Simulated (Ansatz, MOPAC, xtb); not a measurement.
Spectroscopic constants of ClO+, multiplicity 3 (lowest of 2S+1 = 1, 3, 5 at CCSD(T)/def2-TZVPP on PBE0 minima; our sources give no spin for the ground state, which may be another).

Seven points along R, fitted to fifth degree in 1/R; most abundant isotopes. Runs in def2 and cc sets follow the lowest solution found near the PBE0 minimum.

Cores are frozen in the correlated methods. CBS: X⁻³ extrapolation of the correlation energy, Hartree–Fock from the larger set. The state reached by AM1, PM3 isn't checked.

Codes used: Ansatz (a quantum-chemistry and plane-wave program) with Gaussian orbitals; MOPAC for AM1, PM3 (differences of heats of formation); xtb for the GFN methods. Values without a source in brackets are computed. The GFN methods have no spin term and hold the electronic entropy of 300 K.

```csv
level,r_e (Å),ω_e (cm⁻¹),ω_e x_e (cm⁻¹)
AM1,1.543,972,-0.52
PM3,1.444,1242,10
GFN2-xTB,1.447,1017,3.0
BHLYP/def2-TZVPP,1.455,?,6.4
CCSD/def2-TZVPP,1.474,1101,6.9
CCSD/def2-QZVPP,1.468,1109,6.8
CCSD(T)/def2-TZVPP,1.485,1067,7.0
"CCSD(T)/CBS(aug-cc-pV(T+d)Z, aug-cc-pV(Q+d)Z)",?,?,6.8
```

Task: Complete the blanks.

Result: 
- CCSD(T)/CBS(aug-cc-pV(T+d)Z, aug-cc-pV(Q+d)Z), r_e (Å): 1.476
- CCSD(T)/CBS(aug-cc-pV(T+d)Z, aug-cc-pV(Q+d)Z), ω_e (cm⁻¹): 1081
- BHLYP/def2-TZVPP, ω_e (cm⁻¹): 1168

Doubts at one or more of the structures used: T1 above 0.05 (CCSD/def2-TZVPP, CCSD/def2-QZVPP, CCSD(T)/def2-TZVPP, CCSD(T)/CBS(aug-cc-pV(T+d)Z, aug-cc-pV(Q+d)Z)).
